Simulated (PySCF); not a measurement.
B(F)(NCO)(OMe) (C2H3BFNO2), SMILES FB(OC)N=C=O.

Geometry optimised at r2SCAN-D4/def2-SVP. This is a generated structure with no PubChem entry under its InChIKey; it may be hypothetical. Other conformers were not sampled.

All values below come from B3LYP/def2-TZVP (PySCF).

Symmetry labels are those of the subgroup Cs that the program uses (full group Cs).

Computed valence orbital energies around the gap with their symmetry:
```csv
orbital,symmetry,energy (eV)
HOMO−7,A",-13.03
HOMO−6,A',-12.54
HOMO−5,A",-12.44
HOMO−4,A',-11.78
HOMO−3,A',-9.72
HOMO−2,A",-9.60
HOMO−1,A',-9.01
HOMO,A",-8.78
LUMO,A",-0.54
LUMO+1,A',0.09
LUMO+2,A',0.58
LUMO+3,A',1.26
```
